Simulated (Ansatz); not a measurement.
Stepwise reaction of `[OH][Sc]([OH])[OH]` with hydrogen chloride, as a gas-phase model of exchange steps in deposition or etching. ΔE in kJ/mol; ΔG adds harmonic PBE0-D4 terms to CCSD(T)/CBS, at 1 bar.

Gas-phase electronic energies from Ansatz, PBE0-D4/def2-TZVP geometries. CBS: MP2 limit from def2 TZ/QZ plus the TZ coupled-cluster correction, frozen cores. This one scheme is used for every species. DFT in def2-TZVPP. B3LYP here is the variant with VWN-RPA as its local correlation; programs differ in this. For Sc outer-core shells are correlated without core-valence functions, which leaves a few kJ/mol of doubt a bond. Scalar relativity is left out up to krypton. Each species was taken in one conformer, which may not be the lowest.

```
step                                                 reaction  PBE-D4  B3LYP-D4  ωB97M-V  CCSD(T)/CBS  ΔG(600 K)
   1  `[OH][Sc]([OH])[OH]` + HCl → `[OH][Sc]([OH])[Cl]` + H₂O   -53.7     -53.7    -55.0        -55.9      -47.7
   2  `[OH][Sc]([OH])[Cl]` + HCl → `[OH][Sc]([Cl])[Cl]` + H₂O   -41.4     -40.7    -40.9        -42.8      -34.6
   3  `[OH][Sc]([Cl])[Cl]` + HCl → `[Cl][Sc]([Cl])[Cl]` + H₂O   -30.9     -29.4    -28.0        -31.8      -18.3
```

By hand: ΔE of the 3 steps together at CCSD(T)/CBS.

(-55.9) + (-42.8) + (-31.8) = -130.5 kJ/mol, or -43.5 kJ/mol a step.

In ΔE each step is higher than the one before. All are downhill at CCSD(T)/CBS. ΔG lies between -47.7 and -18.3 kJ/mol a step. PBE-D4 differs from CCSD(T)/CBS by 0.9 to 2.2 kJ/mol a step. Isolated molecules leave out the surface, adducts and barriers. Largest T1 diagnostic: 0.016.
